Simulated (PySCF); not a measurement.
dihydroxy(methoxymethyl)silane (C₂H₈O₃Si), SMILES COC[SiH](O)O.

Geometry: PBE-D3(BJ)/def2-SVP. The values are those of a single conformer.

Method: PBE-D3(BJ)/def2-SVP (PySCF).

Frequencies are harmonic and unscaled.

Estimate the vibrational spectrum. (An estimate is asked for; the answer gives what the named calculation found.)


```tsv
mode	ν (cm⁻¹)	IR (km/mol)	moving atoms (share of kinetic energy)
1	57	1.2	O 46 %, H 31 %, C 22 %
2	75	3.6	O 45 %, H 33 %, C 23 %
3	153	2.4	O 53 %, C 26 %, H 21 %
4	223	20.2	H 58 %, O 29 %
5	225	51.1	H 57 %, O 33 %
6	243	6.3	H 68 %, O 15 %, C 14 %
7	304	17.1	O 44 %, H 36 %, C 16 %
8	353	51.0	O 52 %, Si 18 %, H 18 %, C 12 %
9	406	30.6	Si 46 %, H 20 %, O 18 %, C 17 %
10	472	80.6	H 87 %, O 9 %
11	647	38.0	H 64 %, C 28 %
12	718	73.1	H 61 %, C 26 %
13	761	6.6	H 54 %, O 35 %, C 9 %
14	804	131.6	H 52 %, O 28 %, Si 11 %, C 10 %
15	842	3.1	H 70 %, O 20 %
16	878	62.3	H 48 %, Si 25 %, O 24 %
17	938	253.4	Si 36 %, H 31 %, O 28 %
18	945	54.1	C 51 %, O 27 %, H 18 %
19	987	225.9	H 80 %, O 9 %, Si 9 %
20	1132	0.6	H 78 %, C 18 %
21	1143	113.3	O 45 %, C 37 %, H 17 %
22	1157	24.0	H 56 %, C 27 %, O 17 %
23	1185	11.9	H 87 %
24	1252	2.2	H 64 %, C 30 %
25	1397	20.2	H 92 %
26	1401	7.4	H 97 %
27	1413	3.9	H 92 %
28	1443	6.7	H 92 %
29	2181	162.3	H 97 %
30	2888	40.2	H 95 %
31	2899	66.6	H 96 %
32	2942	53.7	H 91 %, C 9 %
33	2959	34.4	H 90 %, C 10 %
34	3062	19.9	H 91 %, C 9 %
35	3626	131.1	H 94 %
36	3764	70.6	H 94 %
```
